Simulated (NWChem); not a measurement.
Species: SbF3; SMILES [F][Sb]([F])[F]

Computed with NWChem. Structure relaxed at the PBE0/def2-SVP level. def2 effective core potentials on Sb; no spin-orbit coupling. Hybrids' shares of exact exchange are those that their runs print; pure functionals count as 0. The functionals differ in more than this share.

| row | share of exact exchange | highest occupied level (eV) |
|---|---|---|
| PBE/def2-TZVP | 0.00 | -8.45 |
| TPSSh/def2-TZVP | 0.10 | -9.11 |
| B3LYP/def2-TZVP | 0.20 | -9.70 |
| B3PW91/def2-TZVP | 0.20 | -9.69 |
| BHandHLYP/def2-TZVP | 0.50 | withheld |

Question: Fit a straight line of the last column on the one before it, predict the withheld value, and compare with the run.

Answer: 
1. Means of the 4 shown rows: x = 0.125, y = -9.237. Slope Σ(x − x̄)(y − ȳ)/Σ(x − x̄)² = -0.1703/0.02750 = -6.191; intercept -8.464.
2. The shown rows scatter about the line by 0.016 (root mean square); the largest residual is -0.03, at TPSSh/def2-TZVP.
3. At x = 0.50 (BHandHLYP/def2-TZVP; beyond the shown range) the line gives -11.56.
4. The run gives -11.21, +0.35 from the line.
